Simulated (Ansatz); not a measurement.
HOSn (SMILES [OH+]=[Sn]), charge 1, multiplicity 1, relaxed at each level with Ansatz (a quantum-chemistry and plane-wave program); harmonic frequencies from differences of analytic forces, average atomic masses, frozen cores. Elements past Kr take the def2 small-core potentials, without spin–orbit coupling.

```
level               O1–Sn2 (Å)  O1–H3 (Å)  Sn2–O1–H3 (°)  dipole (D)
------------------  ----------  ---------  -------------  ----------
MP2/def2-TZVPP          1.8798     0.9625          158.8           -
CCSD(T)/def2-TZVPP      1.8837     0.9607          153.1           -
```
